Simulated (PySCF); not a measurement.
Species: silole, C4H6Si.
SMILES: `[SiH2]1C=CC=C1`

The closed-shell ground state was solved at several levels (PySCF, density fitting, gas phase, non-relativistic). Isolated species at its PBE0-D3(BJ)/def2-SVP geometry, gas phase.

```tsv
level	basis functions	HOMO (eV)	LUMO (eV)	gap (eV)	dipole (D)
PBE0/cc-pVTZ	238	-6.79	-1.55	5.24	0.67
PBE0/def2-SVP	104	-6.80	-1.50	5.30	0.58
PBE0/cc-pVDZ	104	-6.70	-1.40	5.30	0.62
PBE0/IGLO-III	244	-6.82	-1.61	5.21	0.65
PBE0/def2-TZVP	197	-6.81	-1.59	5.22	0.69
PBE0/pcSseg-0	61	-6.92	-1.51	5.41	0.37
B3LYP/def2-SVPD	152	-6.62	-1.78	4.84	0.62
PBE0/6-31G*	86	-6.55	-1.26	5.29	0.68
```

Estimate the row for PBE0/aug-cc-pVDZ, a basis of 173 functions; the other rows only guide the guess.

HOMO -6.81 eV, LUMO -1.58 eV, gap 5.23 eV, dipole 0.63 D.

Over all these levels, which gives the widest orbital gap and which the narrowest?

PBE0/pcSseg-0 (global hybrid, 25 % exact exchange) has the widest, 5.41 eV, and B3LYP/def2-SVPD (global hybrid, 20 % exact exchange) the narrowest, 4.84 eV. Functional and basis both differ between the two, so the spread mixes both effects.

How much does the basis alone move the frontier levels among the 8 PBE0 rows (the withheld one included)?

The HOMO by 0.37 eV and the LUMO by 0.35 eV. By rising basis size (HOMO, LUMO in eV): pcSseg-0 -6.92, -1.51; 6-31G* -6.55, -1.26; def2-SVP -6.80, -1.50; cc-pVDZ -6.70, -1.40; aug-cc-pVDZ -6.81, -1.58; def2-TZVP -6.81, -1.59; cc-pVTZ -6.79, -1.55; IGLO-III -6.82, -1.61.

How far do the dipole and the HOMO energy spread over the levels?

The dipole runs from 0.37 to 0.69 D (mean 0.61 D) and the HOMO from -6.92 to -6.55 eV.
